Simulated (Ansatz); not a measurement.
Ideal-gas functions of FGaHO (`[OH][Ga][F]`) radical at 600 K and 1 bar, from an Ansatz frequency run at PBE0-D4/def2-TZVP.

Molar mass 105.73 g/mol, point group Cs (symmetry number 1), electronic degeneracy 2, moments of inertia 21.343, 83.677, 105.02 u Å². Harmonic wavenumbers (cm⁻¹, unscaled): 182, 317, 637, 675, 810, 3885.

Use S(trans) = R[1.5 ln M + 2.5 ln T − 1.1517]; rotational temperatures θ = 24.2544 K / I; S(rot) = R[ln(√π/σ · √(T³/θAθBθC)) + 1.5]; for each mode x = 1.438777 ν̃/T, S = R[x/(eˣ − 1) − ln(1 − e⁻ˣ)] and H = RT x/(eˣ − 1); 1 cm⁻¹ = 0.0119627 kJ/mol; R = 8.31446 J/(mol·K).

Question: By hand: the entropy, in J/(mol·K).

Answer: Translation 181.5. Rotation: θ = 1.1364, 0.2899, 0.231 K, giving 107.7. Vibration, mode by mode: 15.27, 10.79, 5.56, 5.16, 3.99, 0.01, in all 40.8. Electronic 5.8. Sum 335.8 J/(mol·K).

Question: By hand: H − E and G − E in kJ/mol, counted from the electronic energy.

Answer: Zero-point energy ½ × 6506 × 0.0119627 = 38.9; thermal vibration 13.0; translation, rotation and pV give 4 RT = 20.0. H − E = 71.9 kJ/mol, and G − E = 71.9 − 600 × 335.8/1000 = -129.6 kJ/mol.

Vibration gives 12 % of the entropy. The sum counts one conformer and one mirror image; others add a mixing term.
